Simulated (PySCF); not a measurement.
N⁺ (nitrogen, charge +1): B3LYP calculation

Configuration: [He] 2s2 2p2, high-spin 3P determinant. All numbers are calculated (PySCF 2.14, no relativity, point nucleus, in cc-pVTZ (4s3p2d1f, 30 functions)).

```
Total energy                                                  : -54.0639 hartree
One-electron energy                                           : -70.0720 hartree
Hartree (Coulomb) energy                                      : 22.3796 hartree
Exchange-correlation energy                                   : -6.3715 hartree
Kinetic energy                                                : 53.77165 hartree
⟨S²⟩                                                          : 2.0026
⟨L²⟩                                                          : 2.004
Sum of ⟨r⟩                                                    : 5.465 bohr
Sum of ⟨r²⟩                                                   : 7.873 bohr²
Traceless quadrupole moment −½Σ⟨3z² − r²⟩ along its main axis : 0.758 e·bohr²
Density at the nucleus (Gaussians lack the cusp)              : 199 bohr⁻³
Spin density at the nucleus                                   : 0.00543 bohr⁻³
Langevin diamagnetic susceptibility                           : -6.24 ×10⁻⁶ cm³/mol
Time after the integrals                                      : 0.1 s of wall time on 1 thread of Neoverse-V2 (shared host)
```

| shell | electrons | mean orbital energy (hartree) | rms radius, mean of both spins (bohr) |
| --- | --- | --- | --- |
| 1s α | 1 | -15.08553 | 0.267 |
| 1s β | 1 | -15.03813 | 0.267 |
| 2s α | 1 | -1.31332 | 1.38 |
| 2s β | 1 | -1.16324 | 1.38 |
| 2p α | 2 | -0.87686 | 1.40 |
